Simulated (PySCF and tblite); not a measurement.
The numbers below are computed, except where a source is named.
2 regioisomers of C₅H₆N₂O:

| isomer | SMILES |
| --- | --- |
| A | [CH3:1][O:2][c:3]1[cH:4][cH:5][cH:6][n:7][n:8]1 |
| B | [CH3:1][O:2][c:3]1[cH:4][cH:5][n:6][n:7][cH:8]1 |

Protocol: conformer search, at most 6 conformers an isomer, GFN2-xTB geometries, energies B3LYP/def2-SVP (IEF-PCM, dimethylsulfoxide) (D3(BJ) added where defined), weights at 298.15 K with GFN2-xTB thermal terms. Programs: PySCF with density fitting and tblite.

Question: Rank the isomers by free energy at 298.15 K.

Answer: 
```
isomer  ΔG (kcal/mol)  ΔE, lowest conformer  conformers  largest weight %  rms dipole (D)
     A            0.0                   0.0           1               100            3.50
     B            3.8                   3.7           2                79            6.93
```

The search found a single conformer for at least one isomer; other rotamers may be missing.
